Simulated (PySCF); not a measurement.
Compound: Ti(OH)4 (singlet state).
Structure used (PBE0-D3(BJ)/def2-SVP), in Å, numbered top down from 1:
```xyz
9
H4O4Ti angstrom
Ti     0.0167   -0.0053   -0.0018
O     -0.1761    0.0431    1.7748
H     -0.5008    0.7593    2.3278
O      1.7478    0.1050   -0.4339
H      2.5202    0.0002    0.1291
O     -0.8459    1.3718   -0.7474
H     -1.6743    1.3657   -1.2352
O     -0.6631   -1.5448   -0.6024
H     -0.2916   -2.1645   -1.2366
```

Method: TDDFT wB97X-D/def2-SVPD, vertical, gas phase, core orbitals frozen in the response (PySCF).

Transition dipole moments from the ground state, in atomic units and in the frame of the coordinates above (overall signs are arbitrary), for the states with f of 0.002 or more among the lowest 14:

| state | E (hartree) | μx | μy | μz |
| --- | --- | --- | --- | --- |
| S4 | 0.2323 | 0.077 | 0.177 | 0.284 |
| S5 | 0.2324 | 0.302 | -0.163 | 0.020 |
| S6 | 0.2361 | -0.167 | -0.280 | 0.220 |
| S11 | 0.2578 | -0.266 | 0.055 | -0.127 |
| S12 | 0.2579 | -0.055 | 0.205 | 0.217 |
| S14 | 0.2626 | 0.065 | 0.116 | -0.090 |

(1) Work out the oscillator strengths.

(2) How is the summed strength of these states shared among x, y and z?

(3) What peak molar absorption coefficient would the strongest computed level give as a lone Gaussian band 0.5 eV wide at half height?

## Answers

(1) f = (2/3) ΔE |μ|² with ΔE in hartree (27.2114 eV).

```tsv
state	|μ|² (au)	|μ| (D)	f
S4	0.118	0.87	0.018
S5	0.118	0.87	0.018
S6	0.155	1.00	0.024
S11	0.090	0.76	0.015
S12	0.092	0.77	0.016
S14	0.026	0.41	0.005
```

(2) (2/3) Σ ΔE μα² gives 0.033 for x, 0.031 for y and 0.032 for z, 0.097 in all.

(3) ε(max) = 2.175×10⁸ f / FWHM, with the width in cm⁻¹. S4/S5 (f summed): 2.175×10⁸ × 0.0366 / 4033 ≈ 2000 L mol⁻¹ cm⁻¹.

S4/S5 and S11/S12 coincide within about 0.01 eV; within a degenerate level the directions of the single components are arbitrary.
